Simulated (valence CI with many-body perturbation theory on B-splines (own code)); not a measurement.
**Se XXVIII: E2, M1, M2 decay**

Computed by valence CI with perturbative core correlation (CI+MBPT): five valence electrons over a frozen Dirac-Fock core [He], radial functions for each j: 9 s, 9 p, 8 d, 6 f, 3 g, 1 h, with the one-electron correlation potential Σ1 (screened to all orders), the two-electron term Σ2, the three-electron term Σ3, Breit, model QED; selected single and double excitations, second order for the rest (own B-spline code, finite nucleus).

The last digits are not significant, and no measured levels were compared; by estimate large intervals hold to a few tenths of a per cent, small ones and those within an open d or f shell to about a per cent. Among the levels kept, up to 1500 cm⁻¹ of a level comes from second order outside the variational space, and about a tenth of that is noise between levels of different J, which matters for small intervals.

Lines 1 to 50 of 51 in falling wavelength, among levels below 15007 × 10³ cm⁻¹, chosen from the decays that carry over 1 % of a level's rate. Wavelengths and rates use the calculated energies. Electric multipoles are in the length gauge, E1 and E2 with the static RPA response of the core. S is in atomic units (e²a₀⁴ for E2 and M2, e²a₀⁶ for E3), for M1 in squared Bohr magnetons. Weak lines are less certain than strong ones. Lines between different terms over intervals too small for the method are left out, as are lines whose strength nearly cancels.

Levels are named by their leading jj configuration (3d3/2^4 stands for four electrons in 3d with j = 3/2), which in mixed levels can hold well under half, so a name can repeat and another be missing. Letters in brackets count levels of one name in rising energy.

```csv
λ vac (Å),Upper,Lower,Type,A (s⁻¹),S (a.u.)
1088,(2s^2 2p1/2 2p3/2^2) J=5/2,(2s^2 2p1/2 2p3/2^2) J=3/2,M1,4.76e+03,1.36e+00
464.3,(2s^2 2p1/2 2p3/2^2) J=1/2,(2s^2 2p1/2 2p3/2^2) J=3/2,M1,1.35e+04,1.00e-01
358.2,(2s^2 2p3/2^3) J=3/2,(2s^2 2p1/2 2p3/2^2) J=1/2,M1,1.20e+05,8.15e-01
334.9,(2s^2 2p1/2 2p3/2^2) J=3/2,(2s^2 2p1/2^2 2p3/2) J=3/2,M1,5.42e+05,3.02e+00
256.1,(2s^2 2p1/2 2p3/2^2) J=5/2,(2s^2 2p1/2^2 2p3/2) J=3/2,M1,9.44e+04,3.53e-01
248.4,(2s^2 2p3/2^3) J=3/2,(2s^2 2p1/2 2p3/2^2) J=5/2,M1,3.05e+05,6.94e-01
202.2,(2s^2 2p3/2^3) J=3/2,(2s^2 2p1/2 2p3/2^2) J=3/2,M1,1.42e+06,1.73e+00
194.6,(2s^2 2p1/2 2p3/2^2) J=1/2,(2s^2 2p1/2^2 2p3/2) J=3/2,M1,7.59e+05,4.15e-01
126.1,(2s^2 2p3/2^3) J=3/2,(2s^2 2p1/2^2 2p3/2) J=3/2,M1,9.19e+04,2.73e-02
7.901,(2s^2 2p1/2 2p3/2 3d5/2) J=9/2,(2s 2p1/2 2p3/2^3) J=5/2,E2,7.43e+07,2.04e-05
7.683,(2s^2 2p3/2^2 3d5/2) J=9/2,(2s 2p1/2 2p3/2^3) J=5/2,E2,1.07e+08,2.56e-05
7.505,(2s^2 2p1/2^2 3p1/2) J=1/2,(2s^2 2p1/2 2p3/2^2) J=3/2,E2,9.71e+08,4.13e-05
7.449,(2s^2 2p1/2 2p3/2 3p1/2) J=3/2 [a],(2s^2 2p1/2 2p3/2^2) J=1/2,E2,1.47e+09,1.20e-04
7.420,(2s^2 2p1/2 2p3/2 3p1/2) J=5/2,(2s^2 2p1/2 2p3/2^2) J=1/2,E2,1.97e+09,2.37e-04
7.399,(2s^2 2p1/2 2p3/2 3p1/2) J=1/2,(2s^2 2p1/2 2p3/2^2) J=5/2,E2,4.91e+09,1.94e-04
7.358,(2s^2 2p3/2^2 3d5/2) J=9/2,(2s 2p1/2^2 2p3/2^2) J=5/2,E2,8.36e+07,1.61e-05
7.353,(2s^2 2p1/2 2p3/2 3p1/2) J=5/2,(2s^2 2p1/2 2p3/2^2) J=5/2,E2,7.78e+09,8.95e-04
7.349,(2s^2 2p1/2 2p3/2 3p1/2) J=1/2,(2s^2 2p1/2 2p3/2^2) J=3/2,E2,6.59e+09,2.52e-04
7.341,(2s^2 2p1/2 2p3/2 3p3/2) J=3/2 [b],(2s^2 2p1/2 2p3/2^2) J=1/2,E2,4.84e+09,3.69e-04
7.340,(2s^2 2p1/2^2 3p1/2) J=1/2,(2s^2 2p1/2^2 2p3/2) J=3/2,E2,1.52e+10,5.77e-04
7.337,(2s^2 2p1/2 2p3/2 3p3/2) J=5/2 [a],(2s^2 2p1/2 2p3/2^2) J=5/2,E2,3.00e+09,3.42e-04
7.336,(2s^2 2p3/2^2 3p1/2) J=5/2,(2s^2 2p3/2^3) J=3/2,E2,8.95e+09,1.02e-03
7.332,(2s^2 2p1/2 2p3/2 3p1/2) J=3/2 [a],(2s^2 2p1/2 2p3/2^2) J=3/2,E2,1.05e+10,7.95e-04
7.328,(2s^2 2p3/2^2 3p3/2) J=5/2,(2s^2 2p3/2^3) J=3/2,E2,7.40e+09,8.38e-04
7.328,(2s^2 2p1/2 2p3/2 3p3/2) J=1/2 [a],(2s^2 2p1/2 2p3/2^2) J=5/2,E2,1.50e+09,5.66e-05
7.322,(2s^2 2p3/2^2 3p3/2) J=7/2,(2s^2 2p3/2^3) J=3/2,E2,2.58e+09,3.88e-04
7.322,(2s^2 2p1/2 2p3/2 3p3/2) J=5/2 [b],(2s^2 2p1/2 2p3/2^2) J=1/2,E2,4.53e+09,5.10e-04
7.321,(2s^2 2p3/2^2 3p3/2) J=1/2,(2s^2 2p3/2^3) J=3/2,E2,4.90e+09,1.84e-04
7.316,(2s^2 2p1/2 2p3/2 3p3/2) J=3/2 [a],(2s^2 2p1/2 2p3/2^2) J=5/2,E2,6.84e+09,5.12e-04
7.303,(2s^2 2p1/2 2p3/2 3p1/2) J=5/2,(2s^2 2p1/2 2p3/2^2) J=3/2,E2,2.77e+09,3.08e-04
7.297,(2s^2 2p1/2 2p3/2 3p3/2) J=7/2,(2s^2 2p1/2 2p3/2^2) J=5/2,E2,4.11e+09,6.07e-04
7.288,(2s^2 2p1/2 2p3/2 3p3/2) J=5/2 [a],(2s^2 2p1/2 2p3/2^2) J=3/2,E2,2.24e+09,2.46e-04
7.279,(2s^2 2p1/2 2p3/2 3p3/2) J=1/2 [a],(2s^2 2p1/2 2p3/2^2) J=3/2,E2,6.35e+09,2.32e-04
7.275,(2s^2 2p1/2 2p3/2 3p3/2) J=3/2 [b],(2s^2 2p1/2 2p3/2^2) J=5/2,E2,4.94e+09,3.60e-04
7.269,(2s^2 2p1/2^2 3p3/2) J=3/2,(2s^2 2p1/2^2 2p3/2) J=3/2,E2,8.57e+09,6.21e-04
7.245,(2s^2 2p3/2^2 3p1/2) J=1/2,(2s^2 2p3/2^3) J=3/2,E2,6.53e+09,2.33e-04
7.244,(2s^2 2p3/2^2 3p3/2) J=3/2 [a],(2s^2 2p3/2^3) J=3/2,E2,1.09e+10,7.74e-04
7.226,(2s^2 2p1/2 2p3/2 3p3/2) J=1/2 [b],(2s^2 2p1/2 2p3/2^2) J=5/2,E2,1.63e+10,5.74e-04
7.178,(2s^2 2p1/2 2p3/2 3p3/2) J=1/2 [b],(2s^2 2p1/2 2p3/2^2) J=3/2,E2,8.09e+09,2.75e-04
7.147,(2s^2 2p1/2 2p3/2 3p1/2) J=5/2,(2s^2 2p1/2^2 2p3/2) J=3/2,E2,1.69e+09,1.69e-04
7.133,(2s^2 2p1/2 2p3/2 3p3/2) J=5/2 [a],(2s^2 2p1/2^2 2p3/2) J=3/2,E2,3.02e+09,2.99e-04
7.125,(2s^2 2p1/2 2p3/2 3p3/2) J=1/2 [a],(2s^2 2p1/2^2 2p3/2) J=3/2,E2,1.39e+09,4.54e-05
7.118,(2s^2 2p3/2^2 3p3/2) J=5/2,(2s^2 2p1/2 2p3/2^2) J=5/2,E2,4.62e+09,4.53e-04
7.113,(2s^2 2p1/2 2p3/2 3p3/2) J=3/2 [a],(2s^2 2p1/2^2 2p3/2) J=3/2,E2,4.08e+09,2.66e-04
7.113,(2s^2 2p3/2^2 3p3/2) J=7/2,(2s^2 2p1/2 2p3/2^2) J=5/2,E2,5.77e+09,7.50e-04
7.109,(2s^2 2p1/2 2p3/2 3d5/2) J=9/2,(2s^2 2p1/2 2p3/2^2) J=5/2,M2,1.04e+08,1.69e-05
7.095,(2s^2 2p1/2 2p3/2 3p3/2) J=7/2,(2s^2 2p1/2^2 2p3/2) J=3/2,E2,9.00e+09,1.16e-03
7.072,(2s^2 2p3/2^2 3p3/2) J=5/2,(2s^2 2p1/2 2p3/2^2) J=3/2,E2,3.00e+09,2.84e-04
7.066,(2s^2 2p3/2^2 3p3/2) J=7/2,(2s^2 2p1/2 2p3/2^2) J=3/2,E2,5.80e+09,7.30e-04
7.065,(2s^2 2p3/2^2 3p3/2) J=3/2 [b],(2s^2 2p1/2 2p3/2^2) J=1/2,E2,7.76e+09,4.88e-04
```
